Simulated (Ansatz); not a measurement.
`C[BH][Al]([OH])[F]` + `CC[SiH2][SeH]` → `CB[SiH2]CC` + `[OH][Al]([F])[SeH]`  (redistribution)

Computed with Ansatz on PBE0-D4/def2-TZVP structures; ΔE is electronic, products minus reactants. CCSD(T)/CBS adds triple-zeta CCSD(T) − MP2 to the extrapolated MP2 energy (def2 sets, frozen cores). Functionals use def2-TZVPP. B3LYP here is the variant with VWN-RPA as its local correlation; programs differ in this. For Se outer-core shells are correlated without core-valence functions, which leaves a few kJ/mol of doubt a bond. Scalar relativity is left out up to krypton. One conformer a species, not always the lowest.

```csv
level,ΔE (kJ/mol),difference from CCSD(T)/CBS
PBE-D4,-48.6,3.2
r2SCAN-D4,-56.8,-5.0
PBE0-D4,-51.2,0.6
B3LYP-D4,-49.8,2.0
ωB97X-V,-50.2,1.6
ωB97M-V,-49.2,2.6
B2PLYP,-50.6,1.2
PBE,-47.9,3.9
r2SCAN,-56.4,-4.6
PBE0,-50.5,1.3
B3LYP,-49.0,2.8
HF/def2-TZVPP,-54.5,-2.7
MP2/def2-TZVPP,-52.3,-0.5
SCS-MP2/def2-TZVPP,-51.2,0.6
CCSD/def2-TZVPP,-52.8,-1.0
CCSD(T)/def2-TZVPP,-52.6,-0.8
HF/def2-QZVPP,-54.7,-2.9
MP2/def2-QZVPP,-52.0,-0.2
SCS-MP2/def2-QZVPP,-51.1,0.7
HF/CBS(def2),-54.8,-3.0
MP2/CBS(def2),-51.6,0.2
CCSD/CBS(def2),-52.1,-0.3
CCSD(T)/CBS,-51.8,0
```

Largest T1 diagnostic among the species: 0.012.
